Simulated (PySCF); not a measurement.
C2H8GeO, SMILES C[O][GeH2][CH3]. Atoms are numbered in the order given.

```xyz
12

Ge    -0.3857     0.3681     0.0000
C      0.7812     1.9311     0.0000
O      0.7399    -1.0473     0.0000
C      0.1889    -2.3455     0.0000
H     -1.2829     0.2867     1.2746
H     -1.2829     0.2867    -1.2746
H      0.1798     2.8611     0.0000
H      1.4248     1.9191     0.9004
H      1.4248     1.9191    -0.9004
H     -0.4405    -2.5528     0.9005
H      1.0214    -3.0815     0.0000
H     -0.4405    -2.5528    -0.9005
```

Geometry optimised at PBE-D3(BJ)/def2-SVP. This is a generated structure with no PubChem entry under its InChIKey; it may be hypothetical. Other conformers were not sampled.

These are B3LYP/def2-TZVP (PySCF) values and carry that method's errors.

Symmetry labels are those of the subgroup Cs that the program uses (full group Cs).

Computed valence orbital energies around the gap with their symmetry:
```json
[
 {"orbital": "HOMO−7", "symmetry": "A\"", "energy (eV)": "-11.96"},
 {"orbital": "HOMO−6", "symmetry": "A'", "energy (eV)": "-11.78"},
 {"orbital": "HOMO−5", "symmetry": "A\"", "energy (eV)": "-11.27"},
 {"orbital": "HOMO−4", "symmetry": "A'", "energy (eV)": "-10.97"},
 {"orbital": "HOMO−3", "symmetry": "A\"", "energy (eV)": "-9.25"},
 {"orbital": "HOMO−2", "symmetry": "A'", "energy (eV)": "-8.81"},
 {"orbital": "HOMO−1", "symmetry": "A'", "energy (eV)": "-8.13"},
 {"orbital": "HOMO", "symmetry": "A\"", "energy (eV)": "-7.34"},
 {"orbital": "LUMO", "symmetry": "A'", "energy (eV)": "0.39"},
 {"orbital": "LUMO+1", "symmetry": "A'", "energy (eV)": "0.84"},
 {"orbital": "LUMO+2", "symmetry": "A'", "energy (eV)": "0.97"},
 {"orbital": "LUMO+3", "symmetry": "A'", "energy (eV)": "1.81"}
]
```
